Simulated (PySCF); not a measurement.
NMR data simulated for an unnamed compound:

¹H NMR (300 MHz, computed): δ 8.01 (s, 1H), 5.38 (m, 1H), 4.84 (m, 1H), 4.49 (m, 1H), 3.64 (m, 1H), 3.40 (m, 1H), 2.77 (m, 1H), 2.48 (m, 1H).

¹³C{¹H} NMR (computed): δ 238.0 (C), 165.2 (CH), 74.1 (CH2), 67.5 (CH2), 60.8 (CH2).

[PySCF 2.14: shielding tensors at PBE0/pcSseg-1 (GIAO); GFN2-xTB structure; relativity neglected; single conformer; no solvent model]

Chemical shifts δ = σref − σ; ¹H (31.72 ppm), ¹³C (186.93 ppm) against TMS, all at this level.

Problem. Which of these does the molecule contain: an S-methyl group, an OH group, a nitrile, a Si–H bond?

Solution. 
- An S-methyl group: no.
- An OH group: no.
- A nitrile: no.
- A Si–H bond: yes (δH 5.38 (m)).

The data belong to SMILES O=CO[Si@@H]1COCCC1=O, C₅H₈O₄Si; they needn't prove each group on their own.

Carbon signals by region: 2 in the far downfield region (above 160 ppm), 3 at 50–100 ppm. Above 160 ppm: 238.0, carbonyl carbon, 165.2, carbonyl carbon.

Shifts are as computed. Against solution values, carbons near 30 ppm lie about +3 ppm off and those near 130 ppm about +5 ppm. Of 1211 compounds with measured shifts, 218 miss one by over three times the rms of a fit or turn the order of signals round; such compounds aren't used in these exercises. Multiplicities follow the n + 1 count of equivalent neighbours, as no J values were calculated; m marks all less simple cases, F and P coupling included.
